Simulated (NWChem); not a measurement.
AlH2I; SMILES [AlH2][I]

Results from NWChem. def2 effective core potentials on I; no spin-orbit coupling. Each level has its own optimisation; frequencies are unscaled.

| level | r Al–H (Å) | r Al–I (Å) | highest harmonic frequency (cm⁻¹) | lowest (cm⁻¹) | zero-point energy (kcal/mol) |
|---|---|---|---|---|---|
| BLYP/def2-SVP (core potentials) | 1.587 | 2.509 | 1919 | 336 | 8.5 |
| Hartree-Fock/STO-3G (all-electron, non-relativistic) | ? | ? | ? | ? | ? |
| PBE0/def2-SVP (core potentials) | 1.581 | 2.474 | 1978 | 358 | 8.7 |

Q: Fill in the missing entries.

A: 
- Hartree-Fock/STO-3G (all-electron, non-relativistic), r Al–H (Å): 1.471
- Hartree-Fock/STO-3G (all-electron, non-relativistic), r Al–I (Å): 2.433
- Hartree-Fock/STO-3G (all-electron, non-relativistic), highest harmonic frequency (cm⁻¹): 2758
- Hartree-Fock/STO-3G (all-electron, non-relativistic), lowest (cm⁻¹): 454
- Hartree-Fock/STO-3G (all-electron, non-relativistic), zero-point energy (kcal/mol): 11.9
